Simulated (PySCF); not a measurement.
# An excited-state table with gaps

Species: C2H12OSi3.
SMILES: `CCO[SiH]([SiH3])[SiH3]`

Method used: TDDFT B3LYP/def2-SVPD, vertical, gas phase, core orbitals frozen in the response (PySCF). The structure is a single GFN2-xTB conformer in the gas phase; no vibrational or solvent corrections. Torsions of this conformer, `[CH3:1][CH2:2][O:3][SiH:4]([SiH3:5])[SiH3:6]`: C1–C2–O3–Si4 -160°, C2–O3–Si4–Si5 179°.

Orbital energies (eV): HOMO-3 -8.97, HOMO-2 -8.95, HOMO-1 -7.88, HOMO -7.50, LUMO -0.98, LUMO+1 -0.20, LUMO+2 0.12.

Lowest singlets, with some entries withheld (?).

| state | E (eV) | f | main configurations (H = HOMO, L = LUMO) |
| --- | --- | --- | --- |
| S1 | 5.59 | ? | H→L (94%) |
| S2 | 5.96 | ? | H-1→L (93%) |
| S3 | 6.41 | ? | H→L+1 (92%) |
| S4 | 6.71 | ? | H→L+2 (66%), H-1→L+1 (28%) |
| S5 | 6.83 | ? | H-1→L+1 (64%), H→L+2 (25%) |
| S6 | 6.99 | ? | H→L+3 (79%), H-2→L (14%) |
| S7 | 7.04 | ? | H-2→L (66%), H-1→L+2 (19%) |
| S8 | 7.08 | ? | H-3→L (57%), H-1→L+2 (28%), H-2→L (8%) |

(1) What stands in place of each question mark?

(2) Where do the lowest triplets lie (Tamm–Dancoff)?

(3) What is the mean static polarisability from the same response equations?

(4) How far apart are S1 and S7, in eV and cm⁻¹?

## Answers

(1) 
- S1: f = 0.037
- S2: f = 0.052
- S3: f = 0.050
- S4: f = 0.0088
- S5: f = 0.035
- S6: f = 0.0044
- S7: f = 0.019
- S8: f = 0.012

(2) T1 5.02 eV, H→L (91%); T2 5.50 eV, H-1→L (87%); T3 5.88 eV, H→L+1 (83%). E(S1) − E(T1) = +0.57 eV.

(3) 118.2 au (17.51 Å³), with principal values 101.4, 119.5 and 133.6 au.

(4) 7.043 − 5.587 = 1.456 eV, or about 11740 cm⁻¹.
